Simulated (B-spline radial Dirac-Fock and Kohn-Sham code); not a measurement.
**How the settings move the core levels of P⁵⁺**

ΔSCF core binding energies without Breit or QED terms, calculated with a B-spline atomic structure program. Keys: rel is the Hamiltonian (dirac, or spin-free x2c and nr, where L3 and M5 stand for the whole 2p and 3d shells), method is hf or an exchange,correlation pair (spin-unpolarised, also for the hole states), nuc the nuclear model, radius_factor scales its radius, rmax is the box in bohr, h the logarithmic mesh step, order the B-spline order, points the quadrature points per cell, c_factor scales the speed of light, and damp, ndamp, maxit and tol steer the iteration. The run stops when the commutator error falls below 10·tol·max(1, Z/10), or the numerical noise floor, and the energy has settled to about 1e-8 Ha; the virial ratio is −V/T.

Base input:

```json
{"items": [{"Z": 15, "q": 5, "cfg": [[1, 0, 2], [2, 0, 2], [2, 1, 6]], "A": 31, "rrms": 3.1889, "do": "settings", "holes": ["K", "L3", "M5"],
  "settings": [{"rel": "dirac", "method": "hf", "nuc": "fermi", "radius_factor": 1.0, "rmax": 45.0, "h": 0.3, "order": 8, "points": 10, "c_factor": 1.0, "maxit": 60, "damp": 0.5, "ndamp": 3, "tol": 1e-08}]}]}
```

The ground state converged in 9 iterations, with total energy -335.20663 Ha, virial ratio 1.99500 and highest orbital energy -221.98 eV. ΔSCF binding energies: K (1s) 2240.3 eV, L3 (2p3/2) 218.9 eV. Holes are computed only in closed shells, and unreliable hole states are left out.

Changes from the base run:

```tsv
changed setting	Δ total energy (Ha)	Δ K (eV)	Δ L3 (eV)	iterations
order = 5	+0.00003	0.00	0.00	9
rel = "x2c"	?	?	?	?
nuc = "gauss"	0.00000	0.00	0.00	9
rel = "x2c"; order = 5; tol = 1e-06	+0.02750	-0.58	+0.30	7
h = 0.4	+0.00002	0.00	0.00	9
nuc = "gauss"; h = 0.4; tol = 1e-06	+0.00002	0.00	0.00	7
damp = 0.2	0.00000	0.00	0.00	8
```

Task: What does the change rel = "x2c" do?

Result: The total energy moves by +0.02747 Ha and the binding energies by K -0.58 eV, L3 +0.30 eV; the run takes 9 iterations.
